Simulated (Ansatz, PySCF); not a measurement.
Dissociation curve of H6Al2O2, singlet. The Al1–H10 bond (Al1 also carries Al, H, O, O; H10 carries nothing else) is stretched with both fragments frozen at the PBE0/def2-SVP optimised geometry.

Methods: UKS-PBE0 = Ansatz (a quantum-chemistry and plane-wave program) with unrestricted PBE0/cc-pVDZ; RKS-PBE0 = restricted PBE0/cc-pVDZ in Ansatz; UKS-B3LYP = unrestricted B3LYP/cc-pVDZ in Ansatz; RKS-B3LYP = restricted B3LYP/cc-pVDZ run with Ansatz; UKS-PBE = Ansatz with unrestricted PBE/cc-pVDZ; RKS-PBE = restricted PBE/cc-pVDZ run with Ansatz; UKS-B3LYP/6-31G* = unrestricted B3LYP/6-31G*, spherical d (PySCF); RKS-B3LYP/6-31G* = restricted B3LYP/6-31G*, spherical d (PySCF 2.14.0); UKS-BP86/6-31G* = unrestricted BP86/6-31G*, spherical d (PySCF 2.14.0); RKS-BP86/6-31G* = PySCF with restricted BP86/6-31G*, spherical d; UKS-B3LYP/3-21G = unrestricted B3LYP/3-21G (PySCF); RKS-B3LYP/3-21G = restricted B3LYP/3-21G (PySCF).

Scanned distances (Å): 1.30, 1.40, 1.49, 1.53, 1.59, 1.64, 1.70, 1.80, 1.90, 2.08, 2.33, 2.63, 2.95, 3.35, 3.90, 4.63.

Where does the unrestricted solution first break spin symmetry (<S²> of 0.01 or more)?

UKS-PBE0: between 2.63 and 2.95 Å; UKS-B3LYP: between 2.63 and 2.95 Å; UKS-PBE: between 2.95 and 3.35 Å; UKS-B3LYP/6-31G*: between 2.63 and 2.95 Å; UKS-BP86/6-31G*: between 2.95 and 3.35 Å; UKS-B3LYP/3-21G: between 2.63 and 2.95 Å.

```tsv
R / Å	<S²> UKS-PBE0	E(RKS-PBE0) − E(UKS-PBE0) / kJ/mol	<S²> UKS-B3LYP	E(RKS-B3LYP) − E(UKS-B3LYP) / kJ/mol	<S²> UKS-PBE	E(RKS-PBE) − E(UKS-PBE) / kJ/mol	<S²> UKS-B3LYP/6-31G*	E(RKS-B3LYP/6-31G*) − E(UKS-B3LYP/6-31G*) / kJ/mol	<S²> UKS-BP86/6-31G*	E(RKS-BP86/6-31G*) − E(UKS-BP86/6-31G*) / kJ/mol	<S²> UKS-B3LYP/3-21G	E(RKS-B3LYP/3-21G) − E(UKS-B3LYP/3-21G) / kJ/mol
1.30	0.00	0.0	0.00	0.0	0.00	0.0	0.00	0.0	0.00	0.0	0.00	0.0
1.40	0.00	0.0	0.00	0.0	0.00	0.0	0.00	0.0	0.00	0.0	0.00	0.0
1.49	0.00	0.0	0.00	0.0	0.00	0.0	0.00	0.0	0.00	0.0	0.00	0.0
1.53	0.00	0.0	0.00	0.0	0.00	0.0	0.00	0.0	0.00	0.0	0.00	0.0
1.59	0.00	0.0	0.00	0.0	0.00	0.0	0.00	0.0	0.00	0.0	0.00	0.0
1.64	0.00	0.0	0.00	0.0	0.00	0.0	0.00	0.0	0.00	0.0	0.00	0.0
1.70	0.00	0.0	0.00	0.0	0.00	0.0	0.00	0.0	0.00	0.0	0.00	0.0
1.80	0.00	0.0	0.00	0.0	0.00	0.0	0.00	0.0	0.00	0.0	0.00	0.0
1.90	0.00	0.0	0.00	0.0	0.00	0.0	0.00	0.0	0.00	0.0	0.00	0.0
2.08	0.00	0.0	0.00	0.0	0.00	0.0	0.00	0.0	0.00	0.0	0.00	0.0
2.33	0.00	0.0	0.00	0.0	0.00	0.0	0.00	0.0	0.00	0.0	0.00	0.0
2.63	0.00	0.0	0.00	0.0	0.00	0.0	0.00	0.0	0.00	0.0	0.00	0.0
2.95	0.33	5.2	0.22	2.7	0.00	0.0	0.22	2.7	0.00	0.0	0.22	2.6
3.35	0.71	34.6	0.60	24.6	0.54	12.4	0.61	25.6	0.47	9.4	0.62	26.2
3.90	0.93	83.9	0.85	62.9	0.85	43.8	0.86	66.3	0.79	37.8	0.87	68.9
4.63	0.99	136.2	0.97	104.2	0.99	80.1	0.98	110.8	0.95	69.9	0.98	115.5
```
